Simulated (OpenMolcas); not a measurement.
Ce3+ in a ligand field

Ce3+ with 6 ligands (iodide) in tetragonal octahedral coordination (D4h) at 3.14 Å, the axial distance 3.203 Å. A charge of +0.5 e stands 2.6 Å behind each ligand. Ligand basis ANO-RCC-VDZP.

```yaml
Program: OpenMolcas
Method: CASSCF
Basis: ANO-RCC-VDZP [7s6p4d2f1g]
Scalar_Hamiltonian: DKH2, point nucleus
Active_space: 1 electron in 7 orbitals (4f)
State_averaging: 2S+1 = 2 odd, 7 roots
Spin-orbit_coupling: state interaction with AMFI integrals over the reference wave functions
```

The lowest spin-free states (labels of D4, the rotations of D4h), above the lowest:

```tsv
State	Degeneracy	E (cm-1)	Free-ion L (%)
2B1	1	0.0	F (100)
2E	2	125.2	F (100)
2B2	1	133.2	F (100)
2A2	1	401.0	F (100)
2E	2	448.8	F (100)
```

The lowest levels with spin-orbit coupling:

```json
{"E (cm-1)": "0.0", "Degeneracy": "2", "Label": "E3/2", "2S+1": "2", "J": "2.51", "|mJ| (%)": "3/2 (85)", "g": "1.33 1.33 1.49"}
{"E (cm-1)": "229.9", "Degeneracy": "2", "Label": "E1/2", "2S+1": "2", "J": "2.50", "|mJ| (%)": "1/2 (100)", "g": "0.76 2.57 2.57"}
{"E (cm-1)": "268.7", "Degeneracy": "2", "Label": "E3/2", "2S+1": "2", "J": "2.50", "|mJ| (%)": "5/2 (85)", "g": "1.30 1.30 3.28"}
{"E (cm-1)": "2356", "Degeneracy": "2", "Label": "E3/2", "2S+1": "2", "J": "3.51", "|mJ| (%)": "5/2 (72)", "g": "3.07 3.53 3.53"}
{"E (cm-1)": "2541", "Degeneracy": "2", "Label": "E1/2", "2S+1": "2", "J": "3.49", "|mJ| (%)": "1/2 (55)", "g": "2.55 2.55 2.83"}
{"E (cm-1)": "2543", "Degeneracy": "2", "Label": "E3/2", "2S+1": "2", "J": "3.49", "|mJ| (%)": "3/2 (71)", "g": "0.89 3.49 3.49"}
{"E (cm-1)": "2712", "Degeneracy": "2", "Label": "E1/2", "2S+1": "2", "J": "3.49", "|mJ| (%)": "7/2 (55)", "g": "2.02 2.02 3.89"}
```

Powder χT (cm3 K/mol): 0.187 at 2 K, 0.214 at 10 K, 0.35 at 50 K, 0.508 at 100 K, 0.684 at 200 K, 0.747 at 300 K. The effective moment at 300 K is 2.828 √(χT) = 2.44 μB.

Hund's rules give f1 the level 2F5/2 with g = 0.857, so an isolated free-ion multiplet has χT = g² J(J+1) / 8 = 0.804 cm3 K/mol. The computed 0.747 at 300 K differs by -7 %, through the field's splitting, the mixing of terms and any other multiplet in reach.

Stevens parameters of the J = 5/2 multiplet, which is 269 cm-1 wide (cm-1, z along the main axis): B20 = 2.109e+00, B40 = 6.714e-01, B44 = 3.605e+00.

Metal share of the active 4f orbitals (Löwdin): 99, 99, 99, 100, 100, 100, 100 %; Mulliken charge of the metal 1.55.

No measured value stands beside these numbers; the geometry was imposed, not optimised, and the real ion may take another.
